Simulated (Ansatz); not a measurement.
C₂H₅BrSSi (`[SiH3]C(Br)C=S`) at its PBE0-D4/def2-TZVP geometry, where that method's forces vanish. Charge 0, multiplicity 1.

| atom | x (Å) | y (Å) | z (Å) |
| --- | --- | --- | --- |
| Si1 | 1.171 | -0.679 | 0.111 |
| C2 | -0.447 | 0.075 | -0.563 |
| Br3 | 0.074 | 1.351 | -1.952 |
| C4 | -1.195 | 0.741 | 0.515 |
| S5 | -2.424 | 0.067 | 1.307 |
| H6 | 1.950 | 0.405 | 0.755 |
| H7 | 1.915 | -1.263 | -1.029 |
| H8 | 0.817 | -1.724 | 1.104 |
| H9 | -1.043 | -0.701 | -1.043 |
| H10 | -0.820 | 1.728 | 0.796 |

**Question.** For each bond, give half the difference of the two atoms' forces along it (eV/Å; positive pushes the atoms apart) under PBE-D4, r2SCAN-D4, B3LYP-D4, ωB97M-V in def2-TZVPP. (An estimate is asked.)

**Answer.** The calculation gave: 
| bond | length (Å) | PBE-D4 | r2SCAN-D4 | B3LYP-D4 | ωB97M-V |
| --- | --- | --- | --- | --- | --- |
| Si1–C2 | 1.908 | 0.02 | 0.02 | 0.04 | -0.03 |
| Si1–H6 | 1.482 | 0.07 | -0.03 | -0.07 | -0.08 |
| Si1–H7 | 1.482 | 0.08 | -0.03 | -0.08 | -0.12 |
| Si1–H8 | 1.484 | 0.07 | -0.03 | -0.09 | -0.11 |
| C2–Br3 | 1.957 | 0.28 | 0.29 | 0.40 | -0.02 |
| C2–C4 | 1.472 | -0.16 | -0.07 | 0.01 | 0.33 |
| C2–H9 | 1.090 | 0.11 | -0.06 | -0.15 | -0.12 |
| C4–S5 | 1.611 | 0.50 | 0.26 | 0.22 | -0.18 |
| C4–H10 | 1.092 | 0.05 | -0.07 | -0.16 | -0.11 |

B3LYP here is the variant with VWN-RPA as its local correlation; programs differ in this.

All numbers were calculated with Ansatz.
